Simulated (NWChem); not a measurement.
System: CH$_{4}$GeO; SMILES O=[CH][GeH3]

NWChem input:

```
start job
memory heap 200 mb stack 900 mb global 1100 mb
geometry units angstroms noautoz
  O     -0.349317    -2.136238     0.000022
  C      0.467667    -1.242175    -0.000033
  Ge    -0.037011     0.718281     0.000078
  H      1.583195    -1.469735     0.000003
  H      0.571306     1.394258     1.258979
  H     -1.576605     0.855617    -0.003595
  H      0.577787     1.396537    -1.254441
end
basis spherical
  O library aug-cc-pvdz
  C library aug-cc-pvdz
  Ge library aug-cc-pvdz
  H library aug-cc-pvdz
end
dft
  xc b3lyp
  iterations 150
end
tddft
  nroots 8
  notriplet
end
task tddft energy
```

Structure relaxed at the PBE-D3(BJ)/def2-SVP level.

Vertical excitations in the gas phase.

**Question.** What results follow from this input? (B3LYP/aug-cc-pVDZ, full TDDFT.) Quantities: lowest excitation, singlet (eV); oscillator strength of that lowest state; lowest state with f > 0.02, singlet (eV); oscillator strength of that bright state; orbital gap (eV).

**Answer.** 
```yaml
lowest excitation, singlet (eV): 3.30
oscillator_strength_of_that_lowest_state: 0.001
lowest state with f > 0.02, singlet (eV): 5.69
oscillator_strength_of_that_bright_state: 0.021
orbital gap (eV): 5.02
```
